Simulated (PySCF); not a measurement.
C5H6O3.
Atom-mapped SMILES: `[O:1]=[C:2]1[CH:3]=[C:4]([CH2:5][OH:6])[CH2:7][O:8]1` (hydrogens: H9 on C3; H10, H11 on C5; H12 on O6; H13, H14 on C7)

Method used: PySCF 2.14.0, PBE0-D3(BJ)/def2-SVP geometry optimisation, gas phase.

(1) List the bond lengths, angles and torsions at this level.

Results:

(1) 
```json
{"bond": "O1=C2", "length (Å)": "1.195"}
{"bond": "C2–C3", "length (Å)": "1.481"}
{"bond": "C3=C4", "length (Å)": "1.339"}
{"bond": "C4–C5", "length (Å)": "1.494"}
{"bond": "C5–O6", "length (Å)": "1.403"}
{"bond": "C4–C7", "length (Å)": "1.498"}
{"bond": "C7–O8", "length (Å)": "1.407"}
{"bond": "C2–O8", "length (Å)": "1.365"}
{"bond": "C3–H9", "length (Å)": "1.089"}
{"bond": "C5–H10, C5–H11", "length (Å)": "1.105"}
{"bond": "O6–H12", "length (Å)": "0.963"}
{"bond": "C7–H13, C7–H14", "length (Å)": "1.104"}
```

Bonds in one row agree within 0.01 Å and their mean is given. A selection of angles:
```json
{"angle": "O1–C2–C3", "degrees": "129.9"}
{"angle": "O1–C2–O8", "degrees": "122.9"}
{"angle": "C3–C2–O8", "degrees": "107.2"}
{"angle": "C2–C3–C4", "degrees": "108.8"}
{"angle": "C3–C4–C5", "degrees": "130.1"}
{"angle": "C3–C4–C7", "degrees": "107.9"}
{"angle": "C5–C4–C7", "degrees": "121.9"}
{"angle": "C4–C5–O6", "degrees": "112.3"}
{"angle": "C4–C7–O8", "degrees": "105.7"}
{"angle": "C2–O8–C7", "degrees": "110.4"}
{"angle": "H12–O6–C5", "degrees": "108.1"}
```

Torsions: O1–C2–C3–C4 180° (antiperiplanar); C2–C3–C4–C5 180° (antiperiplanar); C3–C4–C5–O6 -133° (anticlinal); C3–C4–C7–O8 0° (synperiplanar); C4–C7–O8–C2 0° (synperiplanar); O1–C2–O8–C7 180° (antiperiplanar); H12–O6–C5–C4 68° (synclinal). The mirror-image conformer, all signs reversed, is as good.

The 5-membered ring C2–C3–C4–C7–O8 has internal angles of 105.7° to 110.4°; it is planar, 0.00 Å rms from its mean plane, widest ring torsion 0°. O8 (ester single-bonded oxygen) is bent (angle 110.4°). The C–C distances run from 1.339 Å (C3=C4, drawn double) to 1.498 Å (C4–C7, drawn single), a spread of 0.159 Å. The 4 C–O bonds span 1.195 Å (O1=C2, drawn double) to 1.407 Å (C7–O8, drawn single), a spread of 0.212 Å. Of the pairs four or more bonds apart, O6···H14 is among the closest relative to their van der Waals radii: 2.78 Å, 102 % of the sum of Bondi's values.

Point group: C1 (no symmetry element, even within 0.4 Å). PBE0-D3(BJ)/def2-SVP frequencies: not computed here. The numbers are those of one conformer (C3–C4–C5–O6 -133°, C4–C5–O6–H 68°).
